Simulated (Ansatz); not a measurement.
Wavefunction ladder for Cl$_{2}$H$_{2}$NNbO (`[NH2][Nb](=[O])([Cl])[Cl]`)

Cartesian coordinates in Å:
```
N -1.216 0.111 0.127
Nb 0.689 -0.137 -0.137
O 0.776 -1.397 -1.247
Cl 1.618 1.778 -1.011
Cl 1.687 -0.735 1.848
H -1.614 0.806 0.747
H -1.941 -0.426 -0.327
```

Total charge 0; spin multiplicity 1. Correlated methods include outer-core shells of Nb, which these sets cover unevenly. Nb: def2 effective core potential. All single points use the PBE0-D4/def2-TZVP geometry. It is one conformer, not always the lowest. Frozen core, restricted reference, Ansatz.

| basis | HF (Eh) | MP2 corr. |
| --- | --- | --- |
| def2-SVP | -1105.65902 | -0.97851 |
| def2-TZVPP | -1106.15928 | -1.31518 |
| def2-QZVPP | -1106.19554 | -1.43368 |

Estimate the CCSD correlation energy and the (T) correction in each basis where they were run (hartree).


```
     basis  CCSD corr.       (T)
  def2-SVP    -0.96710  -0.04331
def2-TZVPP    -1.30267  -0.07231
```
